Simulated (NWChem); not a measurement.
System meant: MoNH3O3; SMILES [OH][Mo](=[O])(=[NH])[OH]

The following NWChem deck was run.

```
start job
memory heap 200 mb stack 900 mb global 1100 mb
geometry units angstroms noautoz
  Mo    -0.041659     0.002808     0.158312
  O      0.514601    -0.004922     1.738030
  N      1.297386     0.044550    -0.932175
  H      2.313975     0.066880    -1.006149
  O     -1.034550    -1.553958    -0.172243
  H     -0.888614    -2.135837    -0.926045
  O     -1.099668     1.523844    -0.134284
  H     -0.978631     2.129959    -0.873254
end
basis spherical
  * library def2-svp
end
ecp
  Mo library def2-ecp
end
dft
  odft
  mult 2
  xc b3lyp
  iterations 150
  mulliken
end
task dft energy
```

End of the output:

```
                                 NWChem DFT Module
                                 -----------------

 Summary of "ao basis" -> "ao basis" (spherical)
 ------------------------------------------------------------------------------
       Tag                 Description            Shells   Functions and Types
 ---------------- ------------------------------  ------  ---------------------
 Mo                         def2-svp                11       31   5s3p2d1f
 O                          def2-svp                 6       14   3s2p1d
 N                          def2-svp                 6       14   3s2p1d
 H                          def2-svp                 3        5   2s1p

 Summary of "ao basis" -> "ao basis" (spherical)
 ------------------------------------------------------------------------------
       Tag                 Description            Shells   Functions and Types
 ---------------- ------------------------------  ------  ---------------------
 Mo                         def2-svp                11       31   5s3p2d1f
 O                          def2-svp                 6       14   3s2p1d
 N                          def2-svp                 6       14   3s2p1d
 H                          def2-svp                 3        5   2s1p

      Symmetry analysis of basis
      --------------------------

        a'         64
        a"         38

  number of electrons :                   48
  multiplicity        :                    2
 ------------------------------------------------------------------------
  no. of electrons and multiplicity not compatible                  48
 ------------------------------------------------------------------------
 ------------------------------------------------------------------------
  current input line :
    26: task dft energy
 ------------------------------------------------------------------------
 ------------------------------------------------------------------------
 There is an error in the input file
 ------------------------------------------------------------------------
 For more information see the NWChem manual at https://nwchemgit.github.io

0: no. of electrons and multiplicity not compatible:Received an Error in Communication
```

Task: What is wrong, and how is it mended?

Result: The program refused the input. Cause: the multiplicity doesn't fit the number of electrons (an even count wants an odd multiplicity, and the reverse). This input runs:
```
start job
memory heap 200 mb stack 900 mb global 1100 mb
geometry units angstroms noautoz
  Mo    -0.041659     0.002808     0.158312
  O      0.514601    -0.004922     1.738030
  N      1.297386     0.044550    -0.932175
  H      2.313975     0.066880    -1.006149
  O     -1.034550    -1.553958    -0.172243
  H     -0.888614    -2.135837    -0.926045
  O     -1.099668     1.523844    -0.134284
  H     -0.978631     2.129959    -0.873254
end
basis spherical
  * library def2-svp
end
ecp
  Mo library def2-ecp
end
dft
  xc b3lyp
  iterations 150
  mulliken
end
task dft energy
```
It converges to -350.36207 Ha (B3LYP/def2-SVP with def2 effective core potentials on Mo).
